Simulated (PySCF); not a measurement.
Molfile (atoms numbered from 1):
```
C6H7FN2Si
     RDKit          3D

 17 16  0  0  0  0  0  0  0  0999 V2000
   -2.2987   -0.1425    0.9193 C   0  0  0  0  0  0  0  0  0  0  0  0
   -1.5299    0.0306   -0.3848 C   0  0  2  0  0  0  0  0  0  0  0  0
   -2.1008   -0.7748   -1.3536 F   0  0  0  0  0  0  0  0  0  0  0  0
   -0.0763   -0.3610   -0.2205 C   0  0  0  0  0  0  0  0  0  0  0  0
    0.1343   -1.7146    0.1227 C   0  0  0  0  0  0  0  0  0  0  0  0
    0.2657   -2.8149    0.4174 N   0  0  0  0  0  0  0  0  0  0  0  0
    0.9540    0.4960   -0.3620 C   0  0  0  0  0  0  0  0  0  0  0  0
    2.8015    0.0597   -0.1411 Si  0  0  0  0  0  4  0  0  0  0  0  0
    0.7157    1.8384   -0.6969 C   0  0  0  0  0  0  0  0  0  0  0  0
    0.5882    2.9469   -0.9682 N   0  0  0  0  0  0  0  0  0  0  0  0
   -2.2302   -1.1754    1.2561 H   0  0  0  0  0  0  0  0  0  0  0  0
   -3.3451    0.1052    0.7589 H   0  0  0  0  0  0  0  0  0  0  0  0
   -1.8880    0.5146    1.6815 H   0  0  0  0  0  0  0  0  0  0  0  0
   -1.6058    1.0592   -0.7622 H   0  0  0  0  0  0  0  0  0  0  0  0
    3.2366    0.7905    1.0489 H   0  0  0  0  0  0  0  0  0  0  0  0
    2.8998   -1.3839    0.0220 H   0  0  0  0  0  0  0  0  0  0  0  0
    3.4718    0.5381   -1.3476 H   0  0  0  0  0  0  0  0  0  0  0  0
  1  2  1  0
  2  3  1  0
  2  4  1  0
  4  5  1  0
  5  6  3  0
  4  7  2  0
  7  8  1  0
  7  9  1  0
  9 10  3  0
  1 11  1  0
  1 12  1  0
  1 13  1  0
  2 14  1  6
  8 15  1  0
  8 16  1  0
  8 17  1  0
M  END
```

Computed data (PySCF 2.14): geometry: GFN2-xTB, GIAO PBE0/pcSseg-1 shieldings. A single conformation, non-relativistic Hamiltonian, gas phase, one averaged value for each set of equivalent atoms.

Referencing at the same level of theory: $^{13}$C against TMS.

Question: Do the $^{13}$C shifts follow the atomic charges (in e)? Tabulate both.

Answer: 
| atoms | hybridisation | δ (ppm) | σ para (ppm) | Hirshfeld | IAO | Mulliken | ESP-fitted |
| --- | --- | --- | --- | --- | --- | --- | --- |
| C4 | sp2 | 153.3 | -226 | +0.04 | +0.00 | -0.18 | -0.21 |
| C7 | sp2 | 130.8 | -201 | -0.05 | -0.27 | -0.31 | -0.25 |
| C5 | sp | 121.1 | -196 | +0.09 | +0.13 | +0.13 | +0.50 |
| C9 | sp | 120.3 | -194 | +0.08 | +0.13 | +0.10 | +0.46 |
| C2 | sp3 | 93.4 | -146 | +0.07 | +0.19 | +0.24 | +0.44 |
| C1 | sp3 | 22.9 | -86 | -0.12 | -0.44 | -0.26 | -0.53 |

Correlation coefficients of δ with charge over these carbons: Hirshfeld +0.62, IAO +0.54, Mulliken +0.12, ESP-fitted +0.35; with the paramagnetic shielding -0.99. With so few points, grouped by hybridisation, these coefficients are fragile. Charge is one influence among several: hybridisation and low-lying excitations act through the paramagnetic term.

Shifts are as computed. Against solution values, carbons near 30 ppm lie about +3 ppm off and those near 130 ppm about +5 ppm. Of 1309 compounds with measured shifts, 239 miss one by over three times the rms of a fit or turn the order of signals round; such compounds aren't used in these exercises.
